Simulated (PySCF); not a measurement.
Computed IR spectrum (relative IR intensity) of a molecule C5H7FO. Geometry optimised at B3LYP-D3(BJ)/def2-SVP. Other conformers were not sampled. These are B3LYP-D3(BJ)/def2-SVP in PySCF 2.14.0 values and carry that method's errors. Harmonic, unscaled wavenumbers; measured fundamentals usually lie a few per cent lower.

ν (cm⁻¹): 433 (w), 648 (vw), 805 (vw), 827 (m), 877 (m), 911 (w), 955 (m), 964 (s), 992 (w), 1075 (w), 1120 (vs), 1184 (w), 1268 (s), 1287 (m), 1306 (s), 1395 (vw), 1412 (m), 1435 (w), 1457 (vw), 1788 (vs), 3050 (vw), 3082 (vw), 3144 (vw), 3151 (w) (against the strongest line: vs over 80 %, s over 45 %, m over 15 %, w over 4 %, vw less)

Which molecule gave these data?
(A) C=C1C[C@@](C)(F)O1
(B) F[C@@H]1CC=COC1
(C) CC1=C(F)[C@@H](C)O1
(D) O[C@@H]1CC=C(F)C1

A, C=C1C[C@@](C)(F)O1
